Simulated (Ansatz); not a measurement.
Relaxation of CH$_{5}$PSSi (9 atoms, charge 0, multiplicity 1), to a largest force component of 0.015 eV/Å in at most 40 steps.

Level of theory: Ansatz, RKS PBE/def2-SVP.

```xyz
9
Properties=species:S:1:pos:R:3:forces:R:3
P -1.711 0.934 0.493 -2.38 1.75 0.23
Si -0.148 -0.477 0.722 -0.39 -1.45 -0.57
C 1.370 -0.166 -0.161 5.89 2.77 3.00
S 0.543 -0.934 -1.336 -3.09 -2.86 -3.75
H -2.437 0.308 -0.585 0.09 -0.07 0.17
H -1.080 1.884 -0.383 0.30 -0.23 0.13
H -0.421 -1.786 1.339 -0.02 -0.16 0.49
H 1.697 0.885 -0.353 -0.19 0.03 0.28
H 2.276 -0.697 0.246 -0.20 0.21 0.03
```

Task: Where does it end, and by what steps?

Result: It converged. After 8 steps the energy has fallen by 1.338 eV; H5 moved furthest, 0.59 Å.

| step | energy less start (eV) | largest force component (eV/Å) | accepted |
| --- | --- | --- | --- |
| 0 | 0.0000 | 5.890 | yes |
| 1 | -0.8878 | 2.882 | yes |
| 2 | -1.2089 | 1.240 | yes |
| 3 | -1.2522 | 0.494 | yes |
| 4 | -1.2934 | 0.313 | yes |
| 5 | -1.3257 | 0.227 | yes |
| 6 | -1.3336 | 0.068 | yes |
| 7 | -1.3377 | 0.016 | yes |
| 8 | -1.3379 | 0.014 | yes |

```xyz
9
Properties=species:S:1:pos:R:3
P -1.715 1.121 0.554
Si -0.219 -0.568 0.317
C 1.566 -0.155 -0.037
S 0.764 -1.013 -1.517
H -2.769 0.388 -0.104
H -1.276 1.741 -0.670
H -0.498 -1.705 1.254
H 1.858 0.892 -0.240
H 2.377 -0.746 0.425
```

Whether the end is a true minimum wasn't checked by a vibrational analysis.

Run time: 33 s on 1 thread of Arm Neoverse V1, on a shared host, peak memory 0.15 GiB.
